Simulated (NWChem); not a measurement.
# BH$_{2}$SF; SMILES FBS

```xyz
5

B     -0.5213    -0.5939     0.0000
F      0.3068    -1.6389     0.0000
H     -1.7212    -0.7865     0.0000
S      0.2045     1.0605     0.0000
H     -0.9954     1.7027     0.0000
```
Atoms are numbered in this order, from 1.

All runs: NWChem. Geometry optimised at PBE-D3(BJ)/def2-SVP; all other runs use it. Pople sets run with spherical d functions.

```tsv
quantity	level	value
J(11B atom 1, 1H atom 3) (Hz)	B3LYP/6-31G**	204.0
dipole (D)	HCTH/407/def2-SVP	1.55
anisotropy (bohr³), static	PBE0/aug-cc-pVDZ	13.6
first state with f > 0.002 (eV), S K edge, unshifted	PBE0/6-311G**, TDA	2420.3
highest harmonic frequency (cm⁻¹)	PBE-D3(BJ)/def2-SVP	2636
```
